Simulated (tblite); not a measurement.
Compound: C6H14Si3.
SMILES with atom numbers: `[CH:1]#[C:2][C@H:3]1[SiH2:4][C@H:5]([SiH2:6][CH2:7][CH3:8])[SiH2:9]1` (hydrogens: H10 on C1; H11 on C3; H12, H13 on Si4; H14 on C5; H15, H16 on Si6; H17, H18 on C7; H19, H20, H21 on C8; H22, H23 on Si9)

Structure optimised with GFN2-xTB, isolated species.

Problem. List the bond lengths, angles and torsions at this level.

Solution. 
```
                  bond  length (Å)   order
                 C1≡C2       1.199  triple
                 C2–C3       1.429  single
        C3–Si4, C3–Si9       1.933  single
        Si4–C5, C5–Si9       1.924  single
                C5–Si6       1.894  single
                Si6–C7       1.905  single
                 C7–C8       1.523  single
                C1–H10       1.048  single
                C3–H11       1.092  single
      Si4–H12, Si9–H23       1.465  single
      Si4–H13, Si9–H22       1.464  single
                C5–H14       1.092  single
      Si6–H15, Si6–H16       1.472  single
        C7–H17, C7–H18       1.091  single
C8–H19, C8–H20, C8–H21       1.089  single
```

Bonds in one row agree within 0.01 Å and their mean is given. Orders are formal, as drawn. A selection of angles:
```
     angle  degrees
  C1–C2–C3    178.3
 C2–C3–Si4    116.1
Si4–C3–Si9     91.8
 C3–Si4–C5     87.8
Si4–C5–Si6    119.2
Si4–C5–Si9     92.4
Si6–C5–Si9    117.3
 C5–Si6–C7    111.0
 Si6–C7–C8    113.7
```

Dihedral angles: C2–C3–Si4–C5 123° (anticlinal); C3–Si4–C5–Si6 121° (anticlinal); Si4–C5–Si6–C7 74° (synclinal); C5–Si6–C7–C8 -62° (synclinal); Si4–C5–Si9–C3 2° (synperiplanar); C2–C3–Si9–C5 -123° (anticlinal).

The C–Si distances run from 1.894 Å (C5–Si6, drawn single) to 1.933 Å (C3–Si4, drawn single), a spread of 0.039 Å. The C–C distances run from 1.199 Å (C1≡C2, drawn triple) to 1.523 Å (C7–C8, drawn single), a spread of 0.324 Å. Of the pairs four or more bonds apart, Si4···H20 is among the closest relative to their van der Waals radii: 3.03 Å, 92 % of the sum of Bondi's values. Si6 (SiH2 silicon) is tetrahedral (angles from 107.7° to 111.0°). The 4-membered ring C3–Si4–C5–Si9 has internal angles of 87.8° to 92.4° (sum 360°, against 360° for a flat polygon); it is almost planar, 0.02 Å rms from its mean plane, widest ring torsion 2°. Si4 (SiH2 silicon) has angles from 87.8° to 116.7°.

Point group: C1 (no symmetry element, even within 0.4 Å). Its GFN2-xTB frequencies are all real (lowest 15 cm⁻¹). The numbers are those of one conformer. 3 starts were optimised and ended at 0.00, 0.04 and 0.05 kcal/mol (GFN2-xTB); the lowest of these is shown.

The run took 3.5 s wall on an Arm Neoverse N1 with one thread, no GPU (shared host). This is the geometry optimisation.

These are computed values.
